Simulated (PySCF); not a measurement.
Give a GFN2-xTB geometry of `C=CC(C=C)C=O`.

```
atom  x, y, z in Å
C1    -2.113    0.867   -0.526
C2    -1.284   -0.127   -0.272
C3     0.044    0.044    0.417
C4     1.144   -0.425   -0.499
C5     2.127    0.347   -0.920
C6     0.052   -0.833    1.655
O7    -0.091   -2.021    1.655
H8    -3.053    0.706   -1.024
H9    -1.884    1.885   -0.255
H10   -1.523   -1.145   -0.545
H11    0.198    1.090    0.693
H12    1.077   -1.463   -0.790
H13    2.203    1.383   -0.633
H14    2.895   -0.023   -1.577
H15    0.204   -0.276    2.600
```

Orientation and origin are arbitrary. Atoms count from 1 in this order. The 5 C–C bonds span 1.318 Å (C4=C5, drawn double) to 1.517 Å (C3–C6, drawn single), a spread of 0.199 Å. Of the pairs four or more bonds apart, H11···H13 is among the closest relative to their van der Waals radii: 2.42 Å, 101 % of the sum of Bondi's values.

Bonds between heavy atoms (Å): C1=C2 1.318, C2–C3 1.506, C3–C4 1.506, C4=C5 1.318, C3–C6 1.517, C6=O7 1.197.

Computed geometry: GFN2-xTB, gas phase.

Point group: Cs (tolerance 0.08 Å). No frequency check. One conformer, not necessarily the lowest (C1–C2–C3–C4 -120°, C2–C3–C4–C5 120°, C2–C3–C6–O7 59°).
